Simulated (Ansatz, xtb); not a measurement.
# Isomers of C6H7N2O+ in order of energy

3 gas-phase structures of C6H7N2O+, from a drawn sample of its isomers (lower ones may exist). Each was relaxed with GFN2-xTB; where two conformers were screened, the lower at r2SCAN-D4/def2-SVP is listed:

A. `C[C@H](C#N)[n+]1ccoc1`, a singlet
B. `CC[n+]1cocc1C#N`, a singlet
C. `C=Cn1cc[n+](C=O)c1`, a singlet

Task: Make a reasoned guess at their ranking by r2SCAN-D4/def2-SVP single-point energy.

Result: Calculated order at r2SCAN-D4/def2-SVP: C (0.0), B (20.2), A (23.2) kcal/mol.

Energies above the lowest of each column, in kcal/mol; the last columns are at B3LYP/def2-SVP geometries and were run for some of them only (a dash: not run or not comparable):

| structure | GFN2-xTB | HF/STO-3G | r2SCAN-D4/def2-SVP | B3LYP/def2-SVP | CCSD(T)/def2-SVP + ΔMP2/def2-TZVPP |
| --- | --- | --- | --- | --- | --- |
| C | 0.0 | 14.8 | 0.0 | 0.0 | 0.0 |
| B | 17.9 | 0.0 | 20.2 | 19.1 | 13.2 |
| A | 19.0 | 4.1 | 23.2 | – | – |

CCSD(T)/def2-SVP + ΔMP2/def2-TZVPP puts C lowest of those it was run on; HF/STO-3G picks B. Some further structures that were screened fall inside this span and aren't listed. Flexible structures stand in one conformer each, not always the lowest. Frequencies (GFN2-xTB) were run for B, C alone. ΔMP2 is the change of the MP2 energy from the smaller to the larger basis.

Programs: Ansatz 0.2.0, xtb 6.7.1.
